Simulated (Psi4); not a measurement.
methylenecyclopropane (C₄H₆), singlet, geometry from GFN2-xTB; R2SCAN/def2-SVPD (Psi4 1.11).

Psi4 was given this input:
```
memory 2 GB

molecule {
0 1
C    -0.00129317   -0.00275161    0.32081465
C     0.00476049   -0.75084329   -0.93743343
C     0.00274446    0.76681235   -0.92442470
C    -0.00656195   -0.01396254    1.62791476
H    -0.89706014   -1.26329903   -1.24208508
H     0.91033734   -1.26096073   -1.23477960
H     0.90695617    1.28435584   -1.21296218
H    -0.90044131    1.28201754   -1.22026766
H    -0.00762667   -0.93636207    2.18656861
H    -0.01006437    0.89871900    2.20229818
}

set {
  basis def2-svpd
}

energy('r2scan')
print_variables()
```

**Question.** What does Psi4 print? Leave out banner, timings and long lists.

**Answer.** 
```
   => Loading Basis Set <=

    Name: DEF2-SVPD
    Role: ORBITAL
    Keyword: BASIS

         ---------------------------------------------------------
                                   SCF
               by Justin Turney, Rob Parrish, Andy Simmonett
                          and Daniel G. A. Smith
                              RKS Reference
         ---------------------------------------------------------

  ==> Geometry <==

    Molecular point group: c1
    Full point group: C1

    Geometry (in Angstrom), charge = 0, multiplicity = 1:

       Center              X                  Y                   Z               Mass
    ------------   -----------------  -----------------  -----------------  -----------------
         C           -0.001254600211    -0.002669541580     0.311246135877    12.000000000000
         C            0.004799059789    -0.750761221580    -0.947001944123    12.000000000000
         C            0.002783029789     0.766894418420    -0.933993214123    12.000000000000
         C           -0.006523380211    -0.013880471580     1.618346245877    12.000000000000
         H           -0.897021570211    -1.263216961580    -1.251653594123     1.007825032230
         H            0.910375909789    -1.260878661580    -1.244348114123     1.007825032230
         H            0.906994739789     1.284437908420    -1.222530694123     1.007825032230
         H           -0.900402740211     1.282099608420    -1.229836174123     1.007825032230
         H           -0.007588100211    -0.936280001580     2.177000095877     1.007825032230
         H           -0.010025800211     0.898801068420     2.192729665877     1.007825032230

  Running in c1 symmetry.

  Rotational constants: A =      0.66526  B =      0.23121  C =      0.18390 [cm^-1]
  Rotational constants: A =  19943.99689  B =   6931.55475  C =   5513.31383 [MHz]
  Nuclear repulsion =  110.000996917225322

  Charge       = 0
  Multiplicity = 1
  Electrons    = 30
  Nalpha       = 15
  Nbeta        = 15

  ==> Algorithm <==

  SCF Algorithm Type is DF.
  DIIS enabled.
  MOM disabled.
  Fractional occupation disabled.
  Guess Type is SAD.
  Energy threshold   = 1.00e-06
  Density threshold  = 1.00e-06
  Integral threshold = 1.00e-12

  ==> Primary Basis <==

  Basis Set: DEF2-SVPD
    Blend: DEF2-SVPD
    Number of shells: 56
    Number of basis functions: 128
    Number of Cartesian functions: 136
    Spherical Harmonics?: true
    Max angular momentum: 2

  ==> DFT Potential <==

   => LibXC <=

    Version 7.1.2
    S. Lehtola, C. Steigemann, M. J. T. Oliveira, and M. A. L. Marques,  SoftwareX 7, 1–5 (2018) (10.1016/j.softx.2017.11.002)

   => Composite Functional: R2SCAN <=

    r2SCAN Meta-GGA XC Functional  (0.1021/acs.jpclett.0c02405)
    J. W. Furness, A. D. Kaplan, J. Ning, J. P. Perdew, J. Sun  J. Phys. Chem. Lett.  11, 8208–8215, 2020

    Deriv               =              1
    GGA                 =           TRUE
    Meta                =           TRUE

    Exchange Hybrid     =          FALSE
    MP2 Hybrid          =          FALSE

   => Exchange Functionals <=

    1.0000   XC_MGGA_X_R2SCAN

   => Correlation Functionals <=

    1.0000   XC_MGGA_C_R2SCAN

   => LibXC Density Thresholds  <==

    XC_MGGA_C_R2SCAN:  1.00E-15
    XC_MGGA_X_R2SCAN:  1.00E-11

   => Molecular Quadrature <=

    Radial Scheme          =       TREUTLER
    Pruning Scheme         =           NONE
    Nuclear Scheme         =       TREUTLER

    Blocking Scheme        =         OCTREE
    BS radius alpha        =              1
    Pruning alpha          =              1
    Radial Points          =             75
    Spherical Points       =            302
    Total Points           =         215570
    Total Blocks           =           1668
    Max Points             =            256
    Max Functions          =            128
    Weights Tolerance      =       1.00E-15

   => Loading Basis Set <=

    Name: (DEF2-SVPD AUX)
    Role: JKFIT
    Keyword: DF_BASIS_SCF

  ==> Integral Setup <==

  SCF_SUBTYPE=INCORE selected. In-core MEM_DF algorithm will be used.
  Using in-core AOs.

  ==> MemDFJK: Density-Fitted J/K Matrices <==

    J tasked:                   Yes
    K tasked:                    No
    wK tasked:                   No
    Algorithm:                 Core
    Schwarz Cutoff:           1E-12
    Mask sparsity (%):       0.0732
    Fitting Condition:        1E-10

   => Auxiliary Basis Set <=

  Basis Set: (DEF2-SVPD AUX)
    Blend: DEF2-UNIVERSAL-JKFIT
    Number of shells: 136
    Number of basis functions: 408
    Number of Cartesian functions: 476
    Spherical Harmonics?: true
    Max angular momentum: 4

  Minimum eigenvalue in the overlap matrix is 6.3167967943E-05.
  Reciprocal condition number of the overlap matrix is 6.0273614790E-06.
    Using symmetric orthogonalization.

  ==> Pre-Iterations <==

  SCF Guess: Superposition of Atomic Densities via on-the-fly atomic UHF (no occupation information).

   -------------------------
    Irrep   Nso     Nmo
   -------------------------
     A        128     128
   -------------------------
    Total     128     128
   -------------------------

  ==> Iterations <==

                           Total Energy        Delta E     RMS |[F,P]|

   @DF-RKS iter SAD:  -155.40406144034012   -1.55404e+02   0.00000e+00
   @DF-RKS iter   1:  -155.36506291958057    3.89985e-02   6.40718e-03 DIIS/ADIIS
   @DF-RKS iter   2:  -155.08515650822090    2.79906e-01   8.40055e-03 DIIS/ADIIS
   @DF-RKS iter   3:  -155.73034790723358   -6.45191e-01   1.56651e-03 DIIS/ADIIS
   @DF-RKS iter   4:  -155.74618721845172   -1.58393e-02   7.99718e-04 DIIS/ADIIS
   @DF-RKS iter   5:  -155.75186126104938   -5.67404e-03   1.28051e-04 DIIS/ADIIS
   @DF-RKS iter   6:  -155.75200030865403   -1.39048e-04   5.10564e-05 DIIS
   @DF-RKS iter   7:  -155.75202192137922   -2.16127e-05   5.73713e-06 DIIS
   @DF-RKS iter   8:  -155.75202222271253   -3.01333e-07   8.73359e-07 DIIS
  Energy and wave function converged.

  ==> Post-Iterations <==

   Electrons on quadrature grid:
      Ntotal   =   29.9999969876 ; deviation = -3.012e-06

    Orbital Energies [Eh]
    ---------------------

    Doubly Occupied:

[...]
    Virtual:

[...]
    Final Occupation by Irrep:
              A
    DOCC [    15 ]
    NA   [    15 ]
    NB   [    15 ]

  @DF-RKS Final Energy:  -155.75202222271253

   => Energetics <=

    Nuclear Repulsion Energy =            110.0009969172253221
    One-Electron Energy =                -425.4825147881842327
    Two-Electron Energy =                 183.5206366421027155
    DFT Exchange-Correlation Energy =     -23.7911409938563381
    Empirical Dispersion Energy =           0.0000000000000000
    VV10 Nonlocal Energy =                  0.0000000000000000
    Total Energy =                       -155.7520222227125259

Computation Completed

Properties will be evaluated at   0.000000,   0.000000,   0.000000 [a0]

Properties computed using the SCF density matrix

 Multipole Moments:

 ------------------------------------------------------------------------------------
     Multipole            Electronic (a.u.)      Nuclear  (a.u.)        Total (a.u.)
 ------------------------------------------------------------------------------------

 L = 1.  Multiply by 2.5417464519 to convert [e a0] to [Debye]
 Dipole X            :         -0.0014344            0.0021866            0.0007522
 Dipole Y            :         -0.0030520            0.0046526            0.0016006
 Dipole Z            :          0.3558390           -0.5424562           -0.1866173
 Magnitude           :                                                    0.1866256

 ------------------------------------------------------------------------------------

  Variable Map:
  ----------------------------------------------------------------------------
[...]
  Array Variable Map:
  ----------------------------------------------------------------------------
[...]
[...]
```
